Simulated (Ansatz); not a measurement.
Species: CH4B2O, SMILES `BB1OC1` (H–B–B–O torsion 92°) (charge 0, multiplicity 1), formula CH4B2O.

Problem. How many basis functions does Ansatz (a program for electronic structure) with frozen-core CCSD(T)/cc-pVTZ // B3LYP-D3(BJ)/def2-TZVP use, how many core orbitals are frozen, and how many electrons are correlated?

Solution. 176 basis functions and 4 frozen orbitals, which leaves 20 correlated electrons. Core time is of the order of seconds.
